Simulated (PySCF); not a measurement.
B3LYP has the VWN-RPA correlation part, as in Gaussian. Excitations are Tamm–Dancoff values on a coarser integration grid. The basis has no diffuse functions, so Rydberg states are missing or too high.

Cartesian coordinates (Å):
SMILES: C[SiH2]Cl
```xyz
8

C      1.0087    -0.0864     0.0073
Si    -0.8523    -0.0673    -0.0438
Cl    -1.5397     1.8285     0.4436
H      1.3712     0.1710     1.0036
H      1.3814    -1.0815    -0.2481
H      1.4229     0.6289    -0.7046
H     -1.3608    -0.3840    -1.3949
H     -1.4313    -1.0092     0.9370
```
Charge 0, spin multiplicity 1.

Problem. Estimate the LUMO, total energy, brightest of the four lowest singlets (TDA), HOMO–LUMO gap and S1 excitation (TDA) that B3LYP-D3(BJ)/def2-TZVP in PySCF returns for this input.

Solution. 
| Item | Value |
|---|---|
| LUMO | 0.19 eV |
| total energy | -790.9553 Ha |
| brightest of the four lowest singlets (TDA) | 8.22 eV |
| HOMO–LUMO gap | 8.68 eV |
| S1 excitation (TDA) | 7.52 eV |
